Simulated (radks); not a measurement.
Q: All-electron atom: N- in [He] 2s2 2p4. Calculated with a radial shooting solver on a logarithmic mesh with Libxc functionals: non-relativistic Kohn-Sham, LDA (Slater exchange, Perdew-Wang correlation), spin-polarised, spherical densities, point nucleus; open shells are filled with parallel spins first; hard spherical wall at 8 bohr. Some entries of the table are withheld. Estimate them.

orbital,occ.,eigenvalue (eV),<r> (bohr)
1s up,1,-370.0656,0.2317
1s down,1,-368.9968,0.2311
2s up,1,-9.0833,1.370
2s down,1,-6.5674,1.427
2p up,3,1.7200,1.714
2p down,1,3.7812,2.116
3s up,0,(1),4.713
3s down,0,(2),4.774
3p up,0,8.0979,4.749
3p down,0,8.6039,4.532
3d up,0,(3),5.088
3d down,0,(4),5.130

A: 
(1) 3s up eigenvalue (eV): 6.2183
(2) 3s down eigenvalue (eV): 6.4609
(3) 3d up eigenvalue (eV): 9.7359
(4) 3d down eigenvalue (eV): 9.8384
